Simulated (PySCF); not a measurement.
**Electron correlation in Ar (argon, neutral)**

[Ar], closed-shell 1S. Computed with PySCF 2.14 in x2c-TZVPPall with one added diffuse shell each of s, p, d type (6s6p4d1f, 51 functions), with scalar relativity by spin-free X2C-1e. Frozen: [Ne]; 8 electrons correlated.

```
  level  correlation energy (mhartree)
   CCSD                        -226.99
    (T)                          -7.20
CCSD(T)                        -234.19
```

Diagnostics: T1 = 0.0023, D1 = 0.0033, largest double amplitude 0.032.

Problem. Is a single reference adequate?

Solution. Yes: T1 lies below 0.03 and no double amplitude reaches 0.07.
